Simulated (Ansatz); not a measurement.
System: sum formula TiOBr, net charge 0, doublet state. The spin state was set by rule; other spins were not relaxed. 
Geometry from a B3LYP-D3(BJ)/def2-TZVP (Ansatz, a quantum-chemistry and plane-wave program) optimisation:
```xyz
3

Ti     1.1268    -0.4109     0.0109
O      2.1195    -0.3921    -1.2663
Br    -1.1928     0.3479     0.2826
```
Charge 0, spin multiplicity 2.

Parts of the frozen-core correlation energy in STO-3G (Ansatz, hartree). Frozen orbitals: 24; correlated occupied orbitals by spin: 9 and 8; virtual: 8 and 9. Open shells are spin-unrestricted. Spin-orbit coupling is left out. No relativistic terms.

```csv
term,value
reference (HF),-3458.39044
MP2 opposite-spin,-0.10173
MP2 same-spin,…
CCSD correlation,…
(T),…
T1 diagnostic,0.032
largest doubles amplitude,0.109
<S^2> of the reference,0.793
```

Task: Fill in the missing entries.

Result: 
- MP2 same-spin, value: -0.04351
- CCSD correlation, value: -0.14292
- (T), value: -0.01242
